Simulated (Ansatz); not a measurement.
Total energies of Si2Se from Ansatz at r2SCAN-D4/def2-TZVP, gas phase (1 Eh = 27.2114 eV = 2625.5 kJ/mol). The reference geometry is relaxed at PBE-D4/def2-TZVP.

```xyz
3

Si    1.0217   -0.7727    0.4934
Si   -0.5765    1.0291    0.7021
Se   -0.4452   -0.2564   -1.1955
```

```
                 state                     geometry  energy (Eh)
      charge 0 singlet                    reference  -2980.47154
      charge 1 doublet                    reference  -2980.18306
      charge 0 triplet  relaxed at PBE-D4/def2-TZVP  -2980.44739
      charge 0 quintet  relaxed at PBE-D4/def2-TZVP  -2980.35490
free Si atom (triplet)                            –   -289.34121
free Se atom (triplet)                            –  -2401.47526
```

(1) Work out the vertical ionisation energy to the doublet.

(2) Which of the charge 0 states is lowest, and how far above it are the others?

(3) What is the binding energy per atom against free atoms?

(1) E(charge 1 doublet) − E(charge 0 singlet) = -2980.18306 − (-2980.47154) = 0.28848 Eh = 7.85 eV. For comparison, −ε of the highest occupied level is 5.25 eV at this level, 2.60 eV less.

(2) The singlet. triplet: -2980.44739 − (-2980.47154) = 0.02415 Eh = 63.4 kJ/mol; quintet: -2980.35490 − (-2980.47154) = 0.11664 Eh = 306.2 kJ/mol.

(3) Atoms: 2 × (-289.34121) + 1 × (-2401.47526) = -2980.15768 Eh. Binding: -2980.15768 − (-2980.47154) = 0.31386 Eh = 8.54 eV, or 2.85 eV for each of 3 atoms (no zero-point energy, no counterpoise term).

The structure comes from a short search, and lower isomers may exist.
